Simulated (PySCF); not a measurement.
Species: C₄H₉F₃Si₂.
Atom-mapped SMILES: `[F:1][CH:2]([F:3])[C@@:4]1([F:5])[SiH2:6][C@H:7]1[CH2:8][SiH3:9]`

Geometry (GFN2-xTB, Å), atoms numbered from 1 in this order:
```xyz
18
C4H9F3Si2 angstrom
F     -2.0435    0.4079   -1.2506
C     -2.2894    0.3420    0.0825
F     -3.5365   -0.1797    0.1933
C     -1.2775   -0.5436    0.7616
F     -1.6366   -0.6672    2.0928
Si    -0.3622   -1.9357   -0.1653
C      0.2264   -0.2875    0.5608
C      0.7281    0.9111   -0.2134
Si     2.6074    0.8389   -0.5127
H     -2.3283    1.3709    0.4765
H     -0.6444   -2.0047   -1.5829
H     -0.1115   -3.1322    0.6105
H      0.7316   -0.3765    1.5211
H      0.2145    0.9860   -1.1711
H      0.4866    1.8222    0.3424
H      3.2998    0.8017    0.7773
H      2.9189   -0.3755   -1.2701
H      3.0080    2.0282   -1.2644
```

NICS = −σ at a ghost point: NICS(0) at the centroid of the ring atoms, NICS(1) 1 Å to either side along the normal of their mean plane, zz for the tensor component along that normal. Level: GIAO PBE0/pcSseg-1 (PySCF, non-relativistic, gas phase) on the GFN2-xTB geometry, one conformer.

Ring bond lengths (Å), with Mayer bond orders in brackets: C4–Si6 1.907 (0.84), Si6–C7 1.895 (0.90), C7–C4 1.539 (0.85).

Question: What do the NICS probes read (ppm)?

Answer: 
```tsv
ring	type	NICS(0)	NICS(1), two faces	NICS(1)zz, two faces	rms pucker (Å)	centre to ring atoms, mean (Å)
C4–Si6–C7	3-membered ring with Si; formal bonds all single	-23.7	-8.4 / -6.6	-16.3 / -11.9	0.00	1.03
```

Question: What do they say, and how far can they be read as aromaticity?

Answer: 
- C4–Si6–C7: mean NICS(1)zz -14.1 ppm, shielded. C4, Si6, C7 have four or more neighbours; no verdict on aromaticity is drawn. The two faces differ by 4.4 ppm, so no symmetry operation interchanges them. NICS(0) lies 16 ppm below the mean NICS(1).

Question: List the ring angles and the Hirshfeld charges of the ring atoms.

Answer: 
- C4–Si6–C7: C4 65.7° (-0.014 e), Si6 47.8° (+0.307 e), C7 66.5° (-0.120 e); sum 180.0° against 180° for a flat convex ring.
